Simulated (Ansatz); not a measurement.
Precursor series Cd NH2-Br. Isolated molecules, 0 K electronic values unless said otherwise. One relaxed conformer stands for each flexible species; it need not be the lowest.

Quantity: redistribution energy (mixed species minus the weighted end members), in kcal/mol.

Case: 1 of 2 NH2 replaced by Br: [Cd(NH2)(Br)]. The other species in the difference include [Cd(NH2)2] (neutral, multiplicity 1). Geometry of [Cd(NH2)(Br)] (neutral, multiplicity 1, Å):

```xyz
5

Cd    -0.0287    -0.0592     0.0016
N      1.4883    -1.4060    -0.1279
H      2.1556    -1.2406     0.6417
H      2.0314    -1.2239    -0.9864
Br    -1.9987     1.3523     0.1663
```

Question: What is the computed redistribution energy (mixed species minus the weighted end members) (frozen-core MP2/def2-TZVPP // PBE-D3(BJ)/def2-SVP (Ansatz, an electronic-structure program))?

Answer: -0.62 kcal/mol.
